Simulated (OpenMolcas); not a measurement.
**Ti2+: ligand-field states by method**

Ti2+ with 6 ligands (chloride) in octahedral coordination (Oh) at 2.62 Å. A charge of +0.667 e stands 2.4 Å behind each ligand. Ligand basis ANO-RCC-VDZP.

```yaml
Program: OpenMolcas
Basis: ANO-RCC-VDZP [5s4p2d1f]
Scalar_Hamiltonian: DKH2, point nucleus
Active_space: 2 electrons in 5 orbitals (3d)
State_averaging: 2S+1 = 3 even, 10 roots; 2S+1 = 1 even, 15 roots
Spin-orbit_coupling: state interaction with AMFI integrals over the reference wave functions
```

I. CASSCF
II. SS-CASPT2, IPEA 0.25 Eh, imaginary shift 0.1 Eh (closed shells correlated: 3s 3p and the ligand valence shells)

Spin-free states (labels of O, the rotations of Oh) in cm-1, each column counted from its own energy of the first state listed:

```tsv
State	Degeneracy	I	II
3T1	3	0	0
3T2	3	4935	5380
3A2	1	10754	11920
1T2	3	11474	8570
1E	2	12001	9670
3T1	3	16672	14450
1T2	3	19013	16630
1A1	1	20700	17100
1T1	3	20958	18970
1E	2	24397	22660
1A1	1	44533	36100
```

From I to II, I's first state of the same spin (3T2) moves from 4935 to 5380 cm-1, by about +450 cm-1.

From I to II, I's first state of another spin (1T2) moves from 11474 to 8570 cm-1, by about -2900 cm-1.

I: A least-squares ligand-field fit to the states below 45000 cm-1, each weighted by its degeneracy and with a free common offset, gives 10Dq = 5815 cm-1, B = 833 cm-1 and C = 3008 cm-1 (C/B = 3.61), with an rms deviation of 74 cm-1. The same method and metal basis give the free ion B = 884 cm-1 (fit to its terms below 60000 cm-1, rms deviation 77 cm-1), so the nephelauxetic ratio is β = 833 / 884 = 0.94; it hangs on how both fits weigh the states, and computed free-ion B values tend to be too large, so β mixes covalency with correlation.

χT at 300 K: I 1.12, II 1.12 cm3 K/mol.

Roots that are degenerate in the reference are averaged as groups; the widest CASPT2 spread within a group is 470 cm-1 (the 3-fold group of multiplicity 3 near 5380 cm-1 above the lowest state of its run, II). Shifts and gaps below about the spread of the groups concerned are not significant. Over all roots computed the reference weight is 0.67 to 0.68 in II; a low but even weight reflects the number of correlated electrons. An orbital triplet at a regular site is open to Jahn-Teller coupling, which can distort the site and quench the lowest spin-orbit gaps and is left out. Ligand-to-metal charge-transfer states are missing. With no ligand orbital active B as a rule stays too high, so bands that hang on it stand too high and its fall with covalency is understated. Without dynamic correlation the repulsion within the d shell is too large (B by tens of per cent), so at a given field states of lower spin stand too high (holds for I). With metal d orbitals alone and no dynamic correlation the field as a rule comes out too small, by tens of per cent, by up to half for chloride and softer ligands (holds for I). These CASPT2 states fit no ligand-field parameters well, so their order and spin gaps are uncertain (holds for II). With one d shell and no ligand orbital active, 10Dq can be off by tens of per cent for divalent 3d ions, low with halides held by bare charges and at times high in hosts (holds for II). Free-ion shares, where given, are those of the reference states; single-state CASPT2 does not remix them (holds for II). No measured value stands beside these numbers; the geometry is a model, was not optimised and need not be the one that this ion takes.
